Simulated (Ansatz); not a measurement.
silylphosphine anion (H5PSi), SMILES P[SiH3] (connectivity only; charge and spin as stated), charge -1, multiplicity 2.

Coordinates come from a TPSSh-D3(BJ)/def2-SVPD optimisation. The spin state was assumed, not searched.

Two levels are set side by side: PBE/def2-TZVPD (Ansatz, an electronic-structure program) and PBE0/def2-TZVPD (Ansatz). Energy differences of separate SCF runs at the same geometry; the states with an electron removed or added have multiplicity 1. Differences are taken from unrounded values.

```csv
quantity,PBE0,PBE,PBE minus PBE0
vertical ionisation energy (eV),1.01,0.95,-0.06
```
